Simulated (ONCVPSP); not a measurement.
## Scattering properties, ONCV potential for Lu (Z = 71)

```
Element                 : lutetium (Lu)
Generator               : ONCVPSP 4.0.1
Type                    : optimised norm-conserving Vanderbilt (ONCV)
Functional              : LDA (Perdew-Zunger)
Relativity              : non-relativistic
Frozen core             : [Xe]
Valence charge          : 17
Reference configuration : 4f14 5d1 6s1.5 6p0.5
Partial waves           : 6s: rc 3.30 bohr, ncon 4, nbas 8, qcut 1.8 1/bohr, 1 projector; 6p: rc 3.95 bohr, ncon 3, nbas 6, qcut 2.4 1/bohr, 2 projectors, debl 0.7 Ha; 5d: rc 1.90 bohr, ncon 5, nbas 10, qcut 5.4 1/bohr, 1 projector; 4f: rc 0.75 bohr, ncon 4, nbas 8, qcut 26.1 1/bohr, 2 projectors, debl 3.6 Ha
Local potential         : polynomial inside 0.65 bohr (lpopt 5, dvloc0 0 Ha)
Core correction         : Teter function fitted to the true core (icmod 2), fcfact 0.25
```

The phase is arctan(r·R′/R) of the radial function R(r), unwrapped; energies in Ha, scanned from -2 to 5 Ha. A pole is an energy at which the radial function vanishes at the test radius. The pseudo phase is shifted by a multiple of π to meet the all-electron one at the reference energy, and phase errors are pseudo minus all-electron; the curves can meet again beyond the range given. Levels narrower than the energy grid can be missing from the lists of poles. n/a: not evaluated, since a narrow level or a reset projector energy made the automatic matching unsafe.

**Question.** For each channel, where are the poles, and over which energies does the pseudopotential scatter like the atom?

**Answer.**

| channel | radius (bohr) | reference energy (Ha) | poles, all-electron | poles, pseudo | unbroken range about the reference energy with phases within 0.05 rad | phase error 1 Ha above the reference energy (rad) |
| --- | --- | --- | --- | --- | --- | --- |
| s | 3.34 | -0.17 | -1.88, 0.56, 3.41 | 0.22, 0.86, 3.88 | -1.8 to 0.1 | -3.051 |
| p | 4.00 | -0.07 | 0.47, 2.36 | 0.47, 2.00, 3.85 | n/a | n/a |
| d | 1.93 | -0.12 | 1.40 | -0.47, 1.46 | -0.4 to 3.1 | +0.007 |
| f | 0.76 | -0.59 | 3.36 | 3.36 | the whole range | +0.000 |

Note: ghosts flagged at negative energy: s at -1013.0 eV, s at -244.0 eV, p at -565.6 eV, p at -38.4 eV, d at -12.8 eV; GHOST(+) flagged for s at 7.2 eV. A true bound ghost makes a file unfit for plane-wave use.

Phases in the s channel:

| E (Ha) | all-electron | pseudo |
| --- | --- | --- |
| -1.98 | 1.349 | -1.771 |
| -1.80 | -1.764 | -1.786 |
| -1.62 | -1.794 | -1.805 |
| -1.44 | -1.820 | -1.829 |
| -1.26 | -1.852 | -1.861 |
| -1.08 | -1.896 | -1.906 |
| -0.90 | -1.962 | -1.974 |
| -0.72 | -2.077 | -2.093 |
| -0.54 | -2.319 | -2.343 |
| -0.36 | -2.960 | -2.983 |
| -0.18 | -3.921 | -3.922 |
| 0.00 | -4.357 | -4.371 |
| 0.18 | -4.538 | -4.621 |
| 0.36 | -4.637 | -7.499 |
| 0.54 | -4.705 | -7.742 |
| 0.72 | -4.761 | -7.815 |
| 0.90 | -4.817 | -7.865 |
| 1.08 | -4.884 | -7.908 |
| 1.26 | -4.983 | -7.952 |
| 1.44 | -5.179 | -8.005 |
| 1.62 | -5.758 | -8.079 |
| 1.80 | -6.944 | -8.213 |
| 1.98 | -7.427 | -8.546 |
| 2.16 | -7.596 | -9.602 |
| 2.34 | -7.680 | -10.435 |
| 2.52 | -7.731 | -10.687 |
| 2.70 | -7.767 | -10.794 |
| 2.88 | -7.795 | -10.855 |
| 3.06 | -7.817 | -10.896 |
| 3.24 | -7.837 | -10.925 |
| 3.42 | -7.855 | -10.949 |
| 3.60 | -7.872 | -10.969 |
| 3.78 | -7.890 | -10.986 |
| 3.96 | -7.910 | -11.003 |
| 4.14 | -7.932 | -11.020 |
| 4.32 | -7.961 | -11.038 |
| 4.50 | -8.000 | -11.058 |
| 4.68 | -8.060 | -11.082 |
| 4.86 | -8.176 | -11.113 |
